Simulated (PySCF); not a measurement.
**How methods differ on the ionisation energy of Co²⁺**

Co²⁺ [Ar] 3d7 [3d3/2^4 3d5/2^3, M_J = 9/2] → Co³⁺ [Ar] 3d6 [3d3/2^4 3d5/2^2, M_J = 4], as a difference of total energies. All numbers are calculated (PySCF 2.14, the two-component X2C-1e Hamiltonian, in x2c-SVPall-2c (5s5p3d1f, 42 functions)). Correlated levels: [Ne] frozen; the 6 highest virtual spinors dropped. "Screened" scales the spin-orbit matrix elements by Boettger's factors to mimic the two-electron term; Breit and QED terms are absent.

```json
{"method": "GHF (spin-free)", "ionisation energy (eV)": "31.362", "difference from reference (eV)": "-2.138"}
{"method": "GMP2 (spin-free)", "ionisation energy (eV)": "32.785", "difference from reference (eV)": "-0.715"}
{"method": "GHF (screened spin-orbit)", "ionisation energy (eV)": "31.386", "difference from reference (eV)": "-2.114"}
{"method": "GMP2 (screened spin-orbit)", "ionisation energy (eV)": "32.810", "difference from reference (eV)": "-0.690"}
```

Reference: 33.5 ± 0.06 eV (semi-empirical (NIST evaluation); NIST Atomic Spectra Database, ionization energies).

Errors of the correlated levels include the incompleteness of this basis and the frozen core.

The labels give the starting determinants; with spin-orbit coupling the two ends relaxed to ⟨J²⟩ = 24.76, ⟨L²⟩ = 12.02, ⟨S²⟩ = 3.75 and ⟨J²⟩ = 20.00, ⟨L²⟩ = 6.01, ⟨S²⟩ = 6.00.
